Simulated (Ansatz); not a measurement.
Species: C$_{2}$H$_{8}$ClSi$_{2}$, net charge 0, doublet state. It need not be the lowest isomer of its formula. 
Geometry from a B3LYP-D3(BJ)/def2-TZVP (Ansatz, a first-principles code) optimisation:
SMILES: [CH2][SiH]([SiH2]Cl)C
```xyz
13

C     -1.8581     1.4813     0.1570
Si    -0.7728     0.3605     1.1229
C     -1.4425    -1.3921     1.2024
Si     1.3222     0.2931     0.0482
Cl     1.0295    -0.5963    -1.8170
H     -2.4007     1.1445    -0.7195
H     -1.9270     2.5455     0.3510
H     -0.5529     0.9159     2.4850
H     -1.5464    -1.8025     0.1964
H     -0.7692    -2.0420     1.7640
H     -2.4210    -1.4125     1.6850
H      1.9024     1.6345    -0.1906
H      2.3258    -0.5316     0.7647
```
Charge 0, spin multiplicity 2.

Dipole moments at this geometry, in debye (magnitudes).

```
level                    program  dipole (D)
-----------------------  -------  ----------
SVWN5/def2-TZVPD          Ansatz        1.51
PBE/def2-TZVPD            Ansatz        1.55
revPBE/def2-TZVPD         Ansatz        1.55
r2SCAN/def2-TZVPD         Ansatz        1.62
B97M-V/def2-TZVPD         Ansatz        1.61
B3LYP/def2-TZVPD          Ansatz        1.66
r2SCANh/def2-TZVPD        Ansatz        1.65
r2SCAN0/def2-TZVPD        Ansatz        1.70
HSE06/def2-TZVPD          Ansatz        1.67
CAM-B3LYP/def2-TZVPD      Ansatz         ___
LC-wPBE/def2-TZVPD        Ansatz        1.76
wB97X-V/def2-TZVPD        Ansatz        1.72
CCSD(T)/aug-cc-pV(D+d)Z   Ansatz         ___
```

Question: What belongs in the gaps?

Answer: 
- CAM-B3LYP/def2-TZVPD, dipole (D): 1.73
- CCSD(T)/aug-cc-pV(D+d)Z, dipole (D): 1.67
